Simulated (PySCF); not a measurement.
## Stretching HI⁺

Set-up: PySCF, scalar-relativistic core potentials, basis sets H cc-pVTZ, I cc-pVTZ-PP with ECP28. Energies in eV from H + I⁺ in their ground configurations at the same level. State: ²Π (doublet), unpaired electrons π ↑.

All columns are PBE. A positive dipole points towards I; it is taken about the centre of mass and depends on that origin.

| R (Å) | E (eV) | μ (D) | Mulliken charge on H (basis-dependent) | HOMO (eV) | LUMO (eV) | Mayer bond order | ⟨S²⟩ |
| --- | --- | --- | --- | --- | --- | --- | --- |
| 1.411 | -2.672 | -0.88 | 0.22 | -14.59 | -14.46 | 0.97 | 0.75 |
| 1.477 | -3.058 | -0.93 | 0.21 | -14.55 | -14.41 | 0.98 | 0.75 |
| 1.542 | -3.285 | -0.99 | 0.20 | -14.50 | -14.37 | 0.98 | 0.75 |
| 1.592 | -3.375 | -1.05 | 0.20 | -14.47 | -14.33 | 0.98 | 0.75 |
| 1.641 | -3.410 | -1.11 | 0.20 | -14.43 | -14.30 | 0.98 | 0.75 |
| 1.690 | -3.402 | -1.18 | 0.20 | -14.40 | -14.26 | 0.97 | 0.75 |
| 1.756 | -3.339 | -1.27 | 0.21 | -14.35 | -14.22 | 0.97 | 0.75 |
| 1.838 | -3.199 | -1.41 | 0.22 | -14.29 | -14.16 | 0.96 | 0.75 |
| 1.936 | -2.972 | -1.59 | 0.24 | -14.22 | -14.09 | 0.95 | 0.75 |
| 2.068 | -2.618 | -1.86 | 0.26 | -14.13 | -13.99 | 0.93 | 0.76 |

A fit through these points gives, at Re = 1.655 Å, μ = -1.13 D and dμ/dR = -1.33 D/Å; the reduced mass is 0.9999 u.

**Question.** How strong is the fundamental in the double-harmonic approximation, I = 42.26·(dμ/dR)²/μred km/mol?

**Answer.** I = 42.26·(-1.33)²/0.9999 = 74.8 km/mol at PBE.

Spin–orbit coupling is left out, which matters for elements this heavy, above all for dissociation energies. For an ion De counts to the pair picked by the measured ionisation energies or electron affinities, which need not be the lowest pair at this level. The state is the lowest determinant that a PBE0 search found; another state may lie lower at other levels.
